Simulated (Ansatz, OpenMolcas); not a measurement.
# OpenMolcas → Ansatz

This OpenMolcas 26.06 job computes doublet CH3BFN−:

coord.xyz:
```
7

B     -0.480500     1.089800     0.570900
N      0.018600    -0.008400    -0.066500
C      0.466800    -1.006900    -0.611700
F      0.739900    -2.132000     0.060700
H      0.284400     1.897100     1.009900
H     -1.666300     1.214200     0.659800
H      0.698200    -1.122000    -1.669000
```

mol.input:
```
>>> EXPORT MOLCAS_PRINT=2
&GATEWAY
BasLib=$CurrDir
Coord=coord.xyz
Basis=aug-cc-pVDZ
Group=NoSym
&SEWARD
GridInput
Grid=UltraFine
End of Grid
&SCF
UHF
Charge=-1
Spin=2
KSDFT=PBE0
Thresholds=1e-10 1e-07 1e-07 1e-05
PrOrbitals=1 1
```

```bash
$ export MOLCAS_MEM=1860
$ pymolcas mol.input > mol.log
```

(Basis files named in the input come from the Basis Set Exchange and aren't shown.)

The shape is that of a PBE0-D4/def2-TZVP optimisation. That shape belongs to the parent species and isn't relaxed for this state.

The HOMO lies above zero, from self-interaction, a short basis or an unbound electron.

It gives a total energy of -219.118039 Eh.

Question: Write the same calculation for Ansatz 0.2.0 as an input file of the program's own.

Answer: This input was run:

in.yaml:
```yaml
crystal:
  periodic: [false, false, false]
  atoms:
    - {symbol: B, position_ang: [-0.480500, 1.089800, 0.570900]}
    - {symbol: N, position_ang: [0.018600, -0.008400, -0.066500]}
    - {symbol: C, position_ang: [0.466800, -1.006900, -0.611700]}
    - {symbol: F, position_ang: [0.739900, -2.132000, 0.060700]}
    - {symbol: H, position_ang: [0.284400, 1.897100, 1.009900]}
    - {symbol: H, position_ang: [-1.666300, 1.214200, 0.659800]}
    - {symbol: H, position_ang: [0.698200, -1.122000, -1.669000]}
basis:
  gaussian:
    orbitals: aug-cc-pVDZ
total_charge: -1
magnetization:
  spin_polarized: true
  initial_magnetization: 1
hamiltonian:
  xc: {name: PBE0}
accuracy: high
output: {orbitals: {seedname: orbitals}}
```

```bash
$ ansatz run in.yaml --threads 1 --pin off --max-ram 3480MiB --events-out events.jsonl --progress --plain --runs-dir runs
```

Its energy is -219.118028 Eh, 0.011 mEh from the first.
